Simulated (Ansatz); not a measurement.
def2 core potentials replace the inner electrons of Sn.

Species: C₂H₈O₃Sn, SMILES `C[CH2][Sn]([OH])([OH])[OH]` (charge 0, multiplicity 1).

**Question.** Give a relaxed geometry from PBE0-D3(BJ)/def2-SVP in Ansatz (a program for electronic structure).

**Answer.** One answer among several that fit: the end point of this relaxation, one of several conformers (outside a Z-matrix the atoms follow the SMILES, hydrogens last).
Bonded distances (Å): C1–C2 1.522, C1–H7 1.100, C1–H8 1.101, C1–H9 1.102, C2–Sn3 2.133, C2–H10 1.101, C2–H11 1.101, Sn3–O4 1.985, Sn3–O5 1.983, Sn3–O6 1.984, O4–H12 0.965, O5–H13 0.965, O6–H14 0.965. Angles (°): C2–C1–H7 111.7, C2–C1–H8 111.7, C2–C1–H9 110.8, H7–C1–H8 107.4, H7–C1–H9 107.7, H8–C1–H9 107.3, C1–C2–Sn3 112.2, C1–C2–H10 112.3, C1–C2–H11 112.3, Sn3–C2–H10 105.8, Sn3–C2–H11 106.4, H10–C2–H11 107.3, C2–Sn3–O4 111.3, C2–Sn3–O5 113.9, C2–Sn3–O6 113.4, O4–Sn3–O5 106.1, O4–Sn3–O6 105.4, O5–Sn3–O6 106.1, Sn3–O4–H12 110.3, Sn3–O5–H13 110.2, Sn3–O6–H14 110.0.
